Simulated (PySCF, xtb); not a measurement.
hydroxymethyl(methoxy)borinic acid (C2H7BO3), SMILES COB(O)CO. The values are those of a single conformer.

Harmonic wavenumbers (cm⁻¹) from GFN2-xTB (xtb 6.7.1) at its own minimum, in rising order: 44, 76, 148, 179, 231, 299, 379, 456, 542, 620, 755, 833, 944, 1037, 1058, 1104, 1129, 1144, 1209, 1262, 1316, 1335, 1409, 1463, 1467, 1470, 2919, 2967, 2976, 2977, 2991, 3565, 3570.

**Question.** What does PBE-D3(BJ)/def2-SVP (PySCF) give at its own minimum? (An estimate is asked for; the answer gives what the named calculation found.)

**Answer.** 32, 92, 151, 189, 267, 302, 386, 452, 557, 762, 775, 848, 965, 1023, 1085, 1103, 1142, 1166, 1235, 1318, 1342, 1382, 1386, 1423, 1425, 1503, 2954, 2955, 3007, 3038, 3056, 3525, 3715. Paired by order, the mean absolute difference is 32 cm⁻¹ and the zero-point energies are 62.7 and 63.7 kcal/mol.
